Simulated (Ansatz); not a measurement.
Reaction (ligand exchange at a B–C bond): `B/C(O)=C(\O)F` + `O[SiH2]S` → `BO[SiH2]S` + `O/C=C(\O)F`

Isolated molecules relaxed with PBE0-D4/def2-TZVP in Ansatz; ΔE leaves out vibrations. CCSD(T)/CBS is the MP2 limit (def2-TZVPP, def2-QZVPP) plus CCSD(T) − MP2 in def2-TZVPP, frozen cores. Double bonds are as drawn, so ΔE can hold a change between cis and trans. Functionals use def2-TZVPP. B3LYP here is the variant with VWN-RPA as its local correlation; programs differ in this. One conformer a species, not always the lowest.

(1) Is it downhill or uphill in electronic energy at CCSD(T)/CBS, and by how much? (An estimate is asked.)

(2) What do these levels give: B3LYP-D4, ωB97X-V, ωB97M-V, B2PLYP, PBE, r2SCAN, SCS-MP2/def2-TZVPP, CCSD(T)/def2-TZVPP, HF/def2-QZVPP, MP2/def2-QZVPP, SCS-MP2/def2-QZVPP, HF/CBS(def2)? (An estimate is asked.)

Largest T1 diagnostic among the species: 0.014.

Answers

(1) Ansatz gave: Downhill: ΔE = -0.81 eV.

(2) Ansatz gave: B3LYP-D4 -0.76, ωB97X-V -0.80, ωB97M-V -0.77, B2PLYP -0.79, PBE -0.55, r2SCAN -0.61, SCS-MP2/def2-TZVPP -0.87, CCSD(T)/def2-TZVPP -0.83, HF/def2-QZVPP -1.06, MP2/def2-QZVPP -0.79, SCS-MP2/def2-QZVPP -0.87, HF/CBS(def2) -1.06 eV.

In def2-TZVPP, CCSD(T) changes the Hartree–Fock value by +0.23 eV (the triples alone add +0.07 eV) and MP2 by +0.27 eV. From PBE to PBE0 (25 % exact exchange), in def2-TZVPP and without D4, ΔE moves by −0.11 eV.
